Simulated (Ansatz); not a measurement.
```xyz
3

S     0.0000    0.0000    0.0000
S     0.0000    1.7568    1.0143
S     0.0000   -1.7568    1.0143
```

Basis set: pcseg-2 (spherical functions). Charge 0, multiplicity 3.

Computed with Ansatz (development build ahead of 0.2.0); each method stands on the lowest determinant of its kind that the runs found. Restricted functionals stand beside restricted open-shell atoms, which can lie above the unrestricted atoms usual in DFT and then raise those values.

The atomization energy at this shape (free ground-state atoms in the same class of orbitals less the molecule, no zero-point energy) of triplet S₃:

```
            method  atomization energy
PBE (unrestricted)        644.5 kJ/mol
```

**Question.** What does PBE (restricted open-shell) give?

**Answer.** 654.1 kJ/mol. Caution: other spin multiplicities may lie lower.

The shape needn't be a minimum at these levels.
